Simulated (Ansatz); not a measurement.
CH11B2GaSi2, relaxed with RKS PBE0-D4/def2-TZVP in the Gaussian-basis code of Ansatz from a GFN2-xTB geometry. The force threshold is 0.005 eV/Å; the program also tests the step.

Charge 0, multiplicity 1. The bonds changed during the relaxation, so this is another structure than the one it started from.

Start:

```xyz
17

C    -1.494   -0.617   -1.395
B    -1.326   -0.402    0.139
B    -1.126   -0.546    1.633
Si    0.360   -1.841    1.936
Ga    0.472    0.992    0.421
Si    1.184    2.243   -1.564
H    -0.734   -1.330   -1.734
H    -2.458   -1.021   -1.701
H    -1.326    0.306   -1.967
H    -1.536   -0.014    2.600
H     1.199   -2.159    0.735
H     1.357   -1.421    2.945
H    -0.118   -3.164    2.389
H     1.489    1.359    1.704
H     2.262    3.216   -1.294
H     1.698    1.372   -2.648
H     0.097    3.027   -2.198
```

How much energy does the relaxation release, and in how many steps? (Estimate.)

The calculation gave: 59.75 kJ/mol, in 46 steps, 3 of them rejected.

Which bonds change most? (An estimate is asked.)

The calculation gave: Si4–Ga5 from 3.215 to 2.678 Å; B3–Ga5 from 2.527 to 2.197 Å; Ga5–H14 from 1.677 to 1.566 Å; Si4–H12 from 1.479 to 1.546 Å.

Give the relaxed structure. (Best estimate.)

Ansatz gave: 
```xyz
17

C    -1.731   -0.407   -1.503
B    -1.502   -0.413    0.005
B    -1.108   -0.501    1.473
Si    0.633   -1.507    1.459
Ga    0.308    1.113    1.008
Si    1.374    1.525   -1.118
H    -0.842   -0.814   -2.001
H    -2.577   -1.045   -1.775
H    -1.898    0.595   -1.907
H    -1.640   -0.323    2.524
H     0.963   -2.313    0.255
H     1.763   -0.451    1.445
H     0.883   -2.285    2.697
H     0.590    1.983    2.279
H     2.683    2.226   -1.003
H     1.607    0.251   -1.859
H     0.493    2.366   -1.981
```
